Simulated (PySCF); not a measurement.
Structure from 2D NMR

Compound of formula C3H6BF2N. Correlations simulated from computed shifts and couplings:

HSQC (one-bond C–H):
```csv
δH,δC,"$^{1}J$(C,H) (Hz)"
7.59,174.6,174
2.14,42.4,133
1.22,10.7,123
```

COSY cross peaks (|J| ≥ 2 Hz):
```csv
δH,δH,abs. J (Hz),bonds
7.59,2.14,5.8,3
2.14,1.22,8.4,3
```

HMBC (two and three bonds, |J| ≥ 2.5 Hz):
```csv
δH,δC [abs. J in Hz]
7.59,42.4 [17.6]
2.14,"174.6 [5.5], 10.7 [3.8]"
1.22,"174.6 [3.2], 42.4 [3.7]"
```

All values are calculated (PySCF 2.14): couplings computed with B3LYP/pcJ-1 (spin–dipole term only in couplings to heteroatoms), σ from GIAO-KT2/pcSseg-2, coordinates at the PBE0-D3(BJ)/def2-SVP level. Fast rotation and ring inversion assumed for equivalent nuclei, gas phase, single conformer, non-relativistic Hamiltonian.

References, each an isolated molecule treated in the same way: TMS for $^{1}$H (31.18 ppm), $^{13}$C (182.28 ppm).

Exchangeable hydrogens are left out of these lists, and C,H couplings along chains are those of one rotamer, so weak HMBC peaks may be missing or extra.

Task: Which molecule is this?

Result: `[H]/N=C\CCB(F)F`.

Numbering as in the mapped SMILES `[H]/[N:1]=[CH:2]\[CH2:3][CH2:4][B:5]([F:6])[F:7]`; H(Xn) means a hydrogen on atom n.

1. δC 174.6 is C2, a C=N carbon (δH 7.59).
2. δC 42.4 is C3, an sp3 CH2 (δH 2.14).
3. δC 10.7 is C4, an sp3 CH2 bonded to B (δH 1.22).
4. COSY links 7.59–2.14, 2.14–1.22.

This is the structure that produced the data.

Exchangeable OH/NH protons stand at their gas-phase positions; hydrogen bonding in a real sample shifts them, mostly to higher δ. A carbon bonded to boron is broadened by the quadrupolar boron nucleus and is often missing from a measured spectrum. Unscaled 3J(H,H) at this level run about 10 % above measured values. Shifts are as computed. Against solution values, carbons near 30 ppm lie about +3 ppm off and those near 130 ppm about -1 ppm. Of 1313 compounds with measured shifts, 239 miss one by over three times the rms of a fit or turn the order of signals round; such compounds aren't used in these exercises. Couplings across =CH–CH2 type bonds come from one rotamer and its mirror image, and can be 1–2 Hz further off. Vicinal H,H couplings across rotating CH2–CH2 and CH–CH2 bonds are estimated from the computed gauche and anti values for equal rotamer populations, (2 J gauche + J anti)/3. Only one conformer was computed, so three-bond couplings in flexible chains and rings are approximate.
